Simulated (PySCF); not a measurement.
**Ne²⁺: interval between two levels**

Ne²⁺ [He] 2s2 2p4 [3P2, M_J = 2] → Ne²⁺ [He] 2s1 2p4 3s1 [5P3, M_J = 3], as a difference of total energies. All numbers are calculated (PySCF 2.14, the two-component X2C-1e Hamiltonian, in x2c-TZVPall-2c with one added diffuse shell each of s, p, d type (6s4p3d1f, 40 functions)). Correlated levels: 1s2 frozen. "Screened" scales the spin-orbit matrix elements by Boettger's factors to mimic the two-electron term; Breit and QED terms are absent.

```tsv
method	interval between two levels (cm⁻¹)
GHF (spin-free)	485190
GMP2 (spin-free)	492220
GHF (screened spin-orbit)	485160
GMP2 (screened spin-orbit)	492200
```

The labels give the starting determinants; with spin-orbit coupling the two ends relaxed to ⟨J²⟩ = 6.00, ⟨L²⟩ = 2.00, ⟨S²⟩ = 2.00 and ⟨J²⟩ = 12.00, ⟨L²⟩ = 2.00, ⟨S²⟩ = 6.00.

The promoted electron is Rydberg-like, and one or two diffuse shells describe it only roughly, which tends to raise the upper state.
